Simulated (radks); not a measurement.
Problem. Cr XX, 5 electrons, occupied as [He] 2s2 2p1 (the NIST ground configuration). All-electron calculation, non-relativistic Kohn-Sham, TPSS, spin-polarised, spherical densities, point nucleus; open shells are filled with parallel spins first; meta-GGA in the generalised Kohn-Sham scheme. Program: a radial shooting solver on a logarithmic mesh with Libxc functionals. Some entries of the table are withheld. Estimate them.

orbital  occ.  eigenvalue (eV)  <1/r> (bohr^-1)
1s up       1              (1)            23.61
1s down     1              (2)            23.63
2s up       1        -1498.710              (3)
2s down     1        -1486.994              (4)
2p up       1        -1438.571            5.442
2p down     0        -1422.969            5.417

Solution. 
(1) 1s up eigenvalue (eV): -6910.545
(2) 1s down eigenvalue (eV): -6903.885
(3) 2s up <1/r> (bohr^-1): 5.507
(4) 2s down <1/r> (bohr^-1): 5.473
